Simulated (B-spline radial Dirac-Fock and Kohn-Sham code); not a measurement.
Cr⁷⁺: eigenvalues, ΔSCF and the reference

System: chromium as Cr⁷⁺, configuration [Ne] 3s2 3p5.

The density-functional columns are spherical, spin-unpolarised Dirac-Kohn-Sham results without Breit or QED terms: −ε is minus the orbital energy of the initial state and ΔSCF the difference of two total energies. The reference in the last column comes from Dirac-Fock (average of configuration) total-energy differences with a finite nucleus, the Breit interaction including its frequency dependence, and self-energy and vacuum-polarisation corrections. All numbers are from an atomic code on a B-spline grid, in eV; a selection of levels is shown.

```
level  PBE −ε  PBE ΔSCF  LDA −ε  LDA ΔSCF  Dirac-Fock
   1s  6026.9    6179.5  6012.8    6164.9      6156.1
   2s   815.6     848.2   814.0     846.8       866.2
2p1/2   715.0     752.4   714.7     752.1       751.7
   3s   203.9     217.0   203.5     216.6       220.7
   3p   173.6     186.5   173.6     186.5       184.8
```

**Question.** Order the estimates of the K (1s) level by their distance from the Dirac-Fock value, nearest first.
A. LDA −ε
B. LDA ΔSCF
C. PBE −ε
D. PBE ΔSCF

**Answer.** B (8.8 eV), D (23.4 eV), C (129.2 eV), A (143.3 eV).

Values without a named source are computed, but for edge energies of neutral atoms, which are taken from tables.
